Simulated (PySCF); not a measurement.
C₇H₈, SMILES C12C3C4C3CC1C24.

The structure is a stationary point at r2SCAN-D4/def2-SVP. One conformer was computed; it need not be the lowest.

These are PBE/def2-TZVP in PySCF values and carry that method's errors.

```yaml
total_energy: -271.18714 hartree
point_group: C2v
highest_occupied_level: -5.20 eV
lowest_empty_level: 0.68 eV
orbital_gap: 5.88 eV
dipole_moment: 0.02 D
quadrupole, principal values (traceless, Buckingham form, about the centre of nuclear charge): -1.27, -1.27, 2.53 D·Å
```
